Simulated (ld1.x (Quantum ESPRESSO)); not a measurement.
**Before and after: PAW potential for germanium (Ge)**

| Quantity | Value |
| --- | --- |
| Element | germanium (Ge) |
| Generator | ld1.x (Quantum ESPRESSO) 7.5 |
| Type | PAW |
| Functional | PBEsol |
| Relativity | scalar-relativistic |
| Frozen core | [Ar] |
| Valence charge | 14 |
| Reference configuration | 3d10 4s2 4p2 |
| Partial waves | 4s (bound): rcut 1.45, rcutus 1.70 bohr; 4s channel at 0.05 Ry: rcut 1.45, rcutus 1.70 bohr; 4p (bound): rcut 1.70, rcutus 1.90 bohr; 4p channel at 1.95 Ry: rcut 1.70, rcutus 1.90 bohr; 3d (bound): rcut 1.35, rcutus 1.45 bohr; 3d channel at 0.7 Ry: rcut 1.35, rcutus 1.45 bohr |
| Local potential | all-electron potential smoothed inside 1.15 bohr (lloc = -1) |
| Core correction | Bessel-smoothed model core inside 1.25 bohr |
| Augmentation charge | PSQ, inside the norm-conserving radii |

All-electron outer shells of the reference configuration (PBEsol, scalar-relativistic, ld1.x):

```csv
shell,level (eV),outermost node (bohr),outermost maximum (bohr)
3s,-168.12,0.26,0.54
3p,-115.43,0.23,0.54
3d,-29.31,–,0.50
4s,-11.74,0.77,1.75
4p,-3.90,0.82,2.22
```

Change: waves 3d (bound): rcut 1.22, rcutus 1.30 bohr; 3d channel at 0.7 Ry: rcut 1.22, rcutus 1.30 bohr.

Cutoffs: the cutoffs (Ry, on a coarse ladder) from which the occupation-weighted sum of valence levels, in a spherical-Bessel basis at the reference potential, stays within 10 and 1 mRy of its value at 400 Ry; they do not see the model core or the augmentation charge, which bear on the density cutoff. Errors are all-electron minus pseudo energies relative to the spin-unpolarised reference configuration.

Question: What does the change do?

Answer: The potential gets harder (55 Ry and 100 Ry → 70 Ry and 140 Ry); both files keep a bound ghost (s); the errors of the 6 common tests hardly move. A smaller radius makes the pseudo-wave follow the all-electron one further in, where it bends more sharply, so more plane waves are needed.

| quantity | base | changed |
| --- | --- | --- |
| cutoff, loose | 55 Ry | 70 Ry |
| cutoff, tight | 100 Ry | 140 Ry |
| loose cutoff by channel (10 mRy a level) | s 8 Ry, p 6 Ry, d 40 Ry | s 8 Ry, p 6 Ry, d 50 Ry |
| bound ghosts | s | s |
| tests counted (converged, no solver errors) | 6 of 7 | 6 of 7 |
| error for 3d10 4s2 4p1, meV [ΔE 7.45 eV] | -1.0 | -1.0 |
| error for 3d10 4s2 4p0, meV [ΔE 22.90 eV] | -3.8 | -3.8 |
| error for 3d10 4s1 4p0, meV [ΔE 57.69 eV] | -12 | -13 |
| error for 3d10 4s2 4p1.5, meV [ΔE 2.80 eV] | -0.4 | -0.4 |
| error for 3d10 4s1 4p3, meV [ΔE 7.98 eV] | -1.0 | -1.0 |
| error for 3d10 4s2 4p2.3, meV [ΔE -0.88 eV] | +0.1 | +0.1 |
| s: phases at 2.04 bohr within 0.05 rad from the reference energy up to (Ry; the scan ends near 5) | to the end of the scan | to the end of the scan |
| p: phases at 2.04 bohr within 0.05 rad from the reference energy up to (Ry; the scan ends near 5) | to the end of the scan | to the end of the scan |
| d: phases at 2.04 bohr within 0.05 rad from the reference energy up to (Ry; the scan ends near 5) | to the end of the scan | to the end of the scan |
| lowest overlap eigenvalue by channel | s 0.35, p 0.53, d 0.12 | s 0.35, p 0.53, d 0.18 |

Base: Tests not counted: 3d10 4s0 4p0 (solver errors, printed error -1713 eV). Changed file: Tests not counted: 3d10 4s0 4p0 (solver errors, printed error -1713 eV). A true bound ghost makes a file unfit for plane-wave use even where its test errors are small: the radial tests pick states by their node count and pass the ghost by. Where a test does run into it, the solver fails or the error is huge.
